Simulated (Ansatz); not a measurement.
`O/C=[N]/[ZnH]` and `N=CO` differ in one atom or group.

Ansatz, PBE0-D4/def2-TZVP geometries, multiplicity 1. Each molecule was computed in one conformer, which needn't be the lowest.

Scalar relativity is left out up to krypton.

```json
{"property": "HOMO–LUMO gap (PBE/def2-TZVPP) / eV", "`O/C=[N]/[ZnH]`": "4.19"}
{"property": "ideal-gas entropy at 298 K and 1 bar (rigid rotor, harmonic PBE0-D4/def2-TZVP) / J/(mol·K)", "`O/C=[N]/[ZnH]`": "308"}
{"property": "HOMO energy (ωB97M-V/def2-TZVPP) / eV", "`O/C=[N]/[ZnH]`": "-9.18"}
{"property": "HOMO energy (PBE0/def2-TZVPP) / eV", "`O/C=[N]/[ZnH]`": "-6.88"}
{"property": "HOMO–LUMO gap (B3LYP/def2-TZVPP) / eV", "`O/C=[N]/[ZnH]`": "5.82"}
{"property": "LUMO energy (B3LYP/def2-TZVPP) / eV", "`O/C=[N]/[ZnH]`": "-0.87"}
```

Question: What does the change do to each property? (An estimate is asked.)

Answer: The calculation gave: 
```tsv
property	`N=CO`	shift
HOMO–LUMO gap (PBE/def2-TZVPP) / eV	6.00	1.81
ideal-gas entropy at 298 K and 1 bar (rigid rotor, harmonic PBE0-D4/def2-TZVP) / J/(mol·K)	250	-58
HOMO energy (ωB97M-V/def2-TZVPP) / eV	-10.53	-1.35
HOMO energy (PBE0/def2-TZVPP) / eV	-8.20	-1.32
HOMO–LUMO gap (B3LYP/def2-TZVPP) / eV	8.11	2.29
LUMO energy (B3LYP/def2-TZVPP) / eV	0.14	1.01
```

With PBE0 the HOMO falls by 1.32 eV and the LUMO rises by 1.03 eV, so the gap widens by about 2.35 eV. PBE moves the HOMO by -1.08 eV and ωB97M-V by -1.35 eV. The zero-point energy changes by 11.5 kJ/mol with -3 modes.

B3LYP here is the variant with VWN-RPA as its local correlation; programs differ in this.
